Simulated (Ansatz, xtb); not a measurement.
# C7H6S: which of two isomers lies lower

Structure I: `C#Cc1ccc(C)s1`, a singlet. Structure II: `C#CCc1cccs1`, a singlet. Both are isolated molecules in the gas phase, relaxed with PBE0-D3(BJ)/def2-SVP; the shapes shown needn't be the lowest conformers.

I (Å):

```yaml
atoms:
  - { symbol: C, position_ang: [-3.8511, 2.6333, -0.4625] }
  - { symbol: C, position_ang: [-2.8781, 2.0248, -0.0646] }
  - { symbol: C, position_ang: [-1.7549, 1.3036, 0.3981] }
  - { symbol: C, position_ang: [-0.4814, 1.7652, 0.6602] }
  - { symbol: C, position_ang: [0.3911, 0.7449, 1.1137] }
  - { symbol: C, position_ang: [-0.2063, -0.4906, 1.1998] }
  - { symbol: C, position_ang: [0.4004, -1.7815, 1.6348] }
  - { symbol: S, position_ang: [-1.8618, -0.4022, 0.7180] }
  - { symbol: H, position_ang: [-4.7080, 3.1767, -0.8146] }
  - { symbol: H, position_ang: [-0.1999, 2.8095, 0.5248] }
  - { symbol: H, position_ang: [1.4382, 0.9093, 1.3733] }
  - { symbol: H, position_ang: [1.4566, -1.6269, 1.8953] }
  - { symbol: H, position_ang: [-0.1094, -2.1960, 2.5190] }
  - { symbol: H, position_ang: [0.3553, -2.5434, 0.8406] }
```

II (Å):

```yaml
atoms:
  - { symbol: C, position_ang: [-0.4159, 2.0149, -2.1325] }
  - { symbol: C, position_ang: [-0.1185, 1.7574, -0.9881] }
  - { symbol: C, position_ang: [0.2251, 1.4578, 0.3980] }
  - { symbol: C, position_ang: [-0.7352, 0.5347, 1.0930] }
  - { symbol: C, position_ang: [-0.4366, -0.4976, 1.9457] }
  - { symbol: C, position_ang: [-1.5950, -1.1336, 2.4760] }
  - { symbol: C, position_ang: [-2.7545, -0.5721, 2.0136] }
  - { symbol: S, position_ang: [-2.4442, 0.7257, 0.9320] }
  - { symbol: H, position_ang: [-0.6816, 2.2366, -3.1495] }
  - { symbol: H, position_ang: [0.3030, 2.4100, 0.9546] }
  - { symbol: H, position_ang: [1.2280, 1.0018, 0.4374] }
  - { symbol: H, position_ang: [0.5876, -0.7918, 2.1828] }
  - { symbol: H, position_ang: [-1.5689, -1.9782, 3.1660] }
  - { symbol: H, position_ang: [-3.7802, -0.8606, 2.2396] }
```

Q: Estimate which is lower in electronic energy at CCSD(T)/def2-SVP + ΔMP2/def2-TZVPP, and by roughly how much.

A: The CCSD(T)/def2-SVP + ΔMP2/def2-TZVPP calculation puts structure I lower, by 23.0 kJ/mol.

Level by level:

```json
{"level": "PBE0-D3(BJ)/def2-SVP", "geometry": "PBE0-D3(BJ)/def2-SVP", "E(II) − E(I) (kJ/mol)": "+32.0", "departure from the last row (kJ/mol)": "+9.0", "job, with rough time for the two": "optimisation, 79 s"}
{"level": "HF/def2-SVP", "geometry": "PBE0-D3(BJ)/def2-SVP", "E(II) − E(I) (kJ/mol)": "+23.0", "departure from the last row (kJ/mol)": "0.0", "job, with rough time for the two": "part of the CCSD(T) run"}
{"level": "MP2/def2-SVP", "geometry": "PBE0-D3(BJ)/def2-SVP", "E(II) − E(I) (kJ/mol)": "+31.4", "departure from the last row (kJ/mol)": "+8.4", "job, with rough time for the two": "part of the CCSD(T) run"}
{"level": "CCSD(T)/def2-SVP", "geometry": "PBE0-D3(BJ)/def2-SVP", "E(II) − E(I) (kJ/mol)": "+27.3", "departure from the last row (kJ/mol)": "+4.3", "job, with rough time for the two": "single point"}
{"level": "CCSD(T)/def2-SVP + ΔMP2/def2-TZVPP", "geometry": "PBE0-D3(BJ)/def2-SVP", "E(II) − E(I) (kJ/mol)": "+23.0", "departure from the last row (kJ/mol)": "", "job, with rough time for the two": "single point, 76 s"}
```

As drawn, both hold the same kinds of bond in the same numbers. Structure I has 1 methyl group, II 0.

None of the levels shown reverses the order. The largest departure from CCSD(T)/def2-SVP + ΔMP2/def2-TZVPP is that of PBE0-D3(BJ)/def2-SVP, 9.0 kJ/mol. Levels run at GFN2-xTB geometries aren't shown. The last row adds to CCSD(T) the change of the MP2 difference between the two basis sets, here −4.3 kJ/mol.

With thermal terms from frequencies at re-optimised GFN2-xTB minima (ideal gas, soft modes damped towards free rotors, one conformer each, 298.15 K, 1 atm): on the last row, ΔE + ΔZPE = +24.2, ΔH = +23.1, ΔG = +25.1 kJ/mol.

The correlated steps freeze 12 core orbitals. Codes used: Ansatz 0.2.0, xtb 6.7.1; the last row on 4 threads of Arm Neoverse V1 on a shared host.
